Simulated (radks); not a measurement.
Results of a calculation; reference values are marked as such.
Question: All-electron atom: Ni III in [Ne] 3s1 3p6 3d8 4f1 (not the ground configuration). Level of theory: Dirac Kohn-Sham, PBEsol, spin-unpolarised, spherical densities, finite nucleus; open shells fill j = l - 1/2 first; Fermi nuclear charge, rms radius 3.7757 fm (a radial shooting solver on a logarithmic mesh with Libxc functionals). Some entries of the table are withheld. Estimate them.

orbital,occ.,eigenvalue (eV),<1/r> (bohr^-1),r(max) (bohr)
1s1/2,2,-8242.898,28.08,0.03542
2s1/2,2,-1017.733,6.095,0.2047
2p1/2,2,-893.0827,6.050,0.1629
2p3/2,4,-875.5917,5.925,0.1656
3s1/2,1,(1),(2),0.6382
3p1/2,2,-108.1537,1.813,0.6393
3p3/2,4,-105.8892,1.784,0.6469
3d3/2,4,(3),1.471,0.6155
3d5/2,4,(4),1.464,0.6180
4f5/2,1,(5),0.1918,(6)
4f7/2,0,(7),0.1918,(8)

Answer: 
(1) 3s1/2 eigenvalue (eV): -146.3699
(2) 3s1/2 <1/r> (bohr^-1): 1.937
(3) 3d3/2 eigenvalue (eV): -43.1130
(4) 3d5/2 eigenvalue (eV): -42.8376
(5) 4f5/2 eigenvalue (eV): -6.1852
(6) 4f5/2 r(max) (bohr): 5.365
(7) 4f7/2 eigenvalue (eV): -6.1851
(8) 4f7/2 r(max) (bohr): 5.365
